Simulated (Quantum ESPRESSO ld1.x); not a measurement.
Problem. Species: Ag5+. Configuration: [Kr] 4d5 5s1 (not the ground configuration). All-electron calculation, Dirac Kohn-Sham, BLYP, spin-unpolarised, spherical densities, point nucleus; open shells are shared between the two j in proportion to 2j + 1. Program: ld1.x of Quantum ESPRESSO 7.5. Some entries of the table are withheld. Estimate them.

| orbital | occ. | eigenvalue (hartree) | <r^2> (bohr^2) |
|---|---|---|---|
| 1s1/2 | 2 | -933.635 | 0.001308 |
| 2s1/2 | 2 | -140.155 | 0.02140 |
| 2p1/2 | 2 | -130.479 | 0.01599 |
| 2p3/2 | 4 | -124.033 | 0.01732 |
| 3s1/2 | 2 | -28.2396 | 0.1552 |
| 3p1/2 | 2 | -24.3936 | 0.1506 |
| 3p3/2 | 4 | -23.2541 | 0.1596 |
| 3d3/2 | 4 | -16.4483 | 0.1404 |
| 3d5/2 | 6 | -16.2185 | 0.1432 |
| 4s1/2 | 2 | (1) | 0.8923 |
| 4p1/2 | 2 | -5.21050 | 1.005 |
| 4p3/2 | 4 | -5.00477 | 1.060 |
| 4d3/2 | 2 | -3.03211 | 1.480 |
| 4d5/2 | 3 | -3.00200 | 1.505 |
| 5s1/2 | 1 | -2.13131 | (2) |
| 5p1/2 | 0 | -1.78173 | (3) |
| 5p3/2 | 0 | -1.74256 | (4) |
| 6s1/2 | 0 | -1.06013 | 15.70 |

Solution. 
(1) 4s1/2 eigenvalue (hartree): -6.45880
(2) 5s1/2 <r^2> (bohr^2): 4.599
(3) 5p1/2 <r^2> (bohr^2): 5.603
(4) 5p3/2 <r^2> (bohr^2): 5.840
